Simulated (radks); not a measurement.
Results of a calculation; reference values are marked as such.
Coulomb parameter of the 3d shell of the chromium ion Cr2+ in the model configuration [Ar] 3d3 4s1, as a second difference U = [E(n + 0.25) + E(n - 0.25) - 2 E(n)] / (0.25)^2 with all orbitals relaxed. "Bare": the charge of the atom changes with n. "Screened": the 4s shell takes up the change at fixed total charge, which measures U(3d,3d) + U(4s,4s) - 2 U(3d,4s). Level of theory: scalar-relativistic Kohn-Sham, LDA (Slater exchange, Perdew-Wang correlation), spin-unpolarised, spherical densities, point nucleus (a radial shooting solver on a logarithmic mesh with Libxc functionals).

case,configuration,E - E(n) (eV)
start,[Ar] 3d3 4s1,0.000
bare +0.25,[Ar] 3d3.25 4s1,-6.700
bare -0.25,[Ar] 3d2.75 4s1,7.714
screened +0.25,[Ar] 3d3.25 4s0.75,-1.815
screened -0.25,[Ar] 3d2.75 4s1.25,2.058

U(bare) = 16.227 eV, U(screened by 4s) = 3.900 eV, against the Slater integral F0(3d,3d) = 22.084 eV with frozen orbitals.
